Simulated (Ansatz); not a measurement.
Ansatz (a quantum-chemistry and plane-wave program) input (MP2/6-31G* with LANL2DZ past Ar): The .json file joins the Basis Set Exchange's 6-31G* for atoms up to Ar and LANL2DZ past it.

Ansatz 0.2 input:
```yaml
crystal:
  periodic: [false, false, false]
  atoms:
    - {symbol: Se, position_ang: [-0.21872388, -0.12695634, 0.22222286]}
    - {symbol: H, position_ang: [-0.59605512, -1.20668829, -0.73806274]}
    - {symbol: F, position_ang: [0.79757714, 0.72198944, -0.84885284]}
    - {symbol: H, position_ang: [0.85447295, -0.97470113, 0.82216094]}
basis:
  gaussian:
    orbitals: 6-31Gs+LANL2DZ.json
total_charge: 1
magnetization: {spin_polarized: false}
correlation: {method: mp2, electrons: outside_noble_gas}
relax: {f_tol: 0.003, max_steps: 120}
```

Output:

```
WARN ansatz: RAYON_NUM_THREADS=1 ignored (pool sized by the plan → 1); use --threads N
Functional definition: HF
these checks for a lower state are left out or cut short: cluster_reference
integrals: 0.00 GiB planned
343 factors; integrals over basis functions are off by at most 2.7e-4 eV
mean field: 0.05 GiB planned
mean field evaluation 1: about -2966.8156 eV, gradient 5.3e1 eV
mean field evaluation 2: about -2966.8178 eV, gradient 5.3e1 eV
mean field evaluation 4: about -2971.7806 eV, gradient 2.2e0 eV
mean field evaluation 8: about -2971.8108 eV, gradient 3.0e-4 eV
mean field -2971.81079320 eV, -109.2120322846 hartree, gradient 1.6e-6 eV, S^2 0.000000; 0 other end points of the search recorded, 0 dependent functions left out
1 core orbitals not correlated
reference -2971.81079320 eV, -109.2120322846 hartree; 7, 7 occupied and 19, 19 virtual orbitals, 343 factors
densities: 0.04 GiB planned
second order -6.46445573 eV of doubles, -0.00000000 eV of singles
the calculation of the forces begins
relax step   1: F+E_penalty+E_count = -2978.27524893 eV  Δ(F+E_penalty+E_count) = +0.000e0 eV  max|allowed force component| = 5.282e-1 eV/Å  Δτ_max = 0.0000 Å  (42 SCF iters, accepted)
these checks for a lower state are left out or cut short: starts, cluster_reference, orbital_swaps, neighbouring_geometries, increment
integrals: 0.00 GiB planned
343 factors; integrals over basis functions are off by at most 2.7e-4 eV
mean field: 0.05 GiB planned
mean field evaluation 16: about -2971.8168 eV, gradient 8.3e-3 eV
mean field -2971.81990620 eV, -109.2123671809 hartree, gradient 2.2e-6 eV, S^2 0.000000; 0 other end points of the search recorded, 0 dependent functions left out
1 core orbitals not correlated
reference -2971.81990620 eV, -109.2123671809 hartree; 7, 7 occupied and 19, 19 virtual orbitals, 343 factors
densities: 0.04 GiB planned
second order -6.45723533 eV of doubles, -0.00000000 eV of singles
the calculation of the forces begins
relax step   2: F+E_penalty+E_count = -2978.27714153 eV  Δ(F+E_penalty+E_count) = -1.893e-3 eV  max|allowed force component| = 2.069e-1 eV/Å  Δτ_max = 0.0536 Å  (37 SCF iters, accepted)
these checks for a lower state are left out or cut short: starts, cluster_reference, orbital_swaps, neighbouring_geometries, increment
integrals: 0.00 GiB planned
343 factors; integrals over basis functions are off by at most 2.8e-4 eV
mean field: 0.05 GiB planned
mean field evaluation 32: about -2971.8190 eV, gradient 9.0e-7 eV
mean field -2971.81895233 eV, -109.2123321270 hartree, gradient 9.0e-7 eV, S^2 0.000000; 0 other end points of the search recorded, 0 dependent functions left out
1 core orbitals not correlated
reference -2971.81895233 eV, -109.2123321270 hartree; 7, 7 occupied and 19, 19 virtual orbitals, 343 factors
densities: 0.04 GiB planned
second order -6.46575999 eV of doubles, -0.00000000 eV of singles
the calculation of the forces begins
relax step   3: F+E_penalty+E_count = -2978.28471232 eV  Δ(F+E_penalty+E_count) = -7.571e-3 eV  max|allowed force component| = 7.259e-2 eV/Å  Δτ_max = 0.0275 Å  (39 SCF iters, accepted)
these checks for a lower state are left out or cut short: starts, cluster_reference, orbital_swaps, neighbouring_geometries, increment
integrals: 0.00 GiB planned
343 factors; integrals over basis functions are off by at most 2.8e-4 eV
mean field: 0.05 GiB planned
mean field -2971.81724706 eV, -109.2122694594 hartree, gradient 2.9e-6 eV, S^2 0.000000; 0 other end points of the search recorded, 0 dependent functions left out
1 core orbitals not correlated
reference -2971.81724706 eV, -109.2122694594 hartree; 7, 7 occupied and 19, 19 virtual orbitals, 343 factors
densities: 0.04 GiB planned
second order -6.46767561 eV of doubles, -0.00000000 eV of singles
the calculation of the forces begins
relax step   4: F+E_penalty+E_count = -2978.28492268 eV  Δ(F+E_penalty+E_count) = -2.104e-4 eV  max|allowed force component| = 1.586e-2 eV/Å  Δτ_max = 0.0020 Å  (39 SCF iters, accepted)
these checks for a lower state are left out or cut short: starts, cluster_reference, orbital_swaps, neighbouring_geometries, increment
integrals: 0.00 GiB planned
343 factors; integrals over basis functions are off by at most 2.8e-4 eV
mean field: 0.05 GiB planned
mean field -2971.81721156 eV, -109.2122681548 hartree, gradient 1.0e-6 eV, S^2 0.000000; 0 other end points of the search recorded, 0 dependent functions left out
1 core orbitals not correlated
reference -2971.81721156 eV, -109.2122681548 hartree; 7, 7 occupied and 19, 19 virtual orbitals, 343 factors
densities: 0.04 GiB planned
second order -6.46771076 eV of doubles, -0.00000000 eV of singles
the calculation of the forces begins
relax step   5: F+E_penalty+E_count = -2978.28492233 eV  Δ(F+E_penalty+E_count) = +3.496e-7 eV  max|allowed force component| = 7.771e-3 eV/Å  Δτ_max = 0.0012 Å  (29 SCF iters, rejected (line search))
these checks for a lower state are left out or cut short: starts, cluster_reference, orbital_swaps, neighbouring_geometries, increment
integrals: 0.00 GiB planned
343 factors; integrals over basis functions are off by at most 2.8e-4 eV
mean field: 0.05 GiB planned
mean field -2971.81704188 eV, -109.2122619190 hartree, gradient 1.1e-6 eV, S^2 0.000000; 0 other end points of the search recorded, 0 dependent functions left out
1 core orbitals not correlated
reference -2971.81704188 eV, -109.2122619190 hartree; 7, 7 occupied and 19, 19 virtual orbitals, 343 factors
densities: 0.04 GiB planned
second order -6.46788952 eV of doubles, -0.00000000 eV of singles
the calculation of the forces begins
relax step   6: F+E_penalty+E_count = -2978.28493140 eV  Δ(F+E_penalty+E_count) = -8.724e-6 eV  max|allowed force component| = 4.594e-4 eV/Å  Δτ_max = 0.0006 Å  (30 SCF iters, accepted)
these checks for a lower state are left out or cut short: cluster_reference
integrals: 0.00 GiB planned
343 factors; integrals over basis functions are off by at most 2.8e-4 eV
mean field: 0.05 GiB planned
mean field evaluation 64: about -2971.8170 eV, gradient 1.1e-6 eV
mean field -2971.81704188 eV, -109.2122619190 hartree, gradient 1.1e-6 eV, S^2 0.000000; 1 other end points of the search recorded, 0 dependent functions left out
1 core orbitals not correlated
reference -2971.81704188 eV, -109.2122619190 hartree; 7, 7 occupied and 19, 19 virtual orbitals, 343 factors
densities: 0.04 GiB planned
second order -6.46788952 eV of doubles, -0.00000000 eV of singles
the calculation of the forces begins
Total energy: -2978.28493140 eV, -109.4499524749 hartree
Atom 0 at    -0.218492    -0.148304     0.225182 Å, force     0.000286    -0.000458    -0.000198 eV/Å
Atom 1 at    -0.612299    -1.196847    -0.753978 Å, force     0.000152     0.000459     0.000177 eV/Å
Atom 2 at     0.800703     0.718997    -0.851314 Å, force    -0.000210    -0.000400     0.000254 eV/Å
Atom 3 at     0.867359    -0.960201     0.837578 Å, force    -0.000229     0.000398    -0.000233 eV/Å
Dipole moment:    -0.224122    -0.639873     0.303506 e Å
Checks for a lower state left out: cluster_reference
```

The dipole moment of an ion depends on the origin.
